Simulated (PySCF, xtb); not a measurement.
CHO2, SMILES [O]C=O (connectivity only; charge and spin as stated), charge -1, multiplicity 1.

Harmonic wavenumbers (cm⁻¹) from GFN2-xTB (xtb) at its own minimum, in rising order: 704, 948, 1274, 1466, 1831, 1973.

Problem. What does B3LYP-D3(BJ)/def2-TZVPD run with PySCF give at its own minimum? (An estimate is asked for; the answer gives what the named calculation found.)

Solution. 745, 1042, 1340, 1371, 1650, 2575. Paired by order, the mean absolute difference is 180 cm⁻¹ and the zero-point energies are 11.7 and 12.5 kcal/mol.
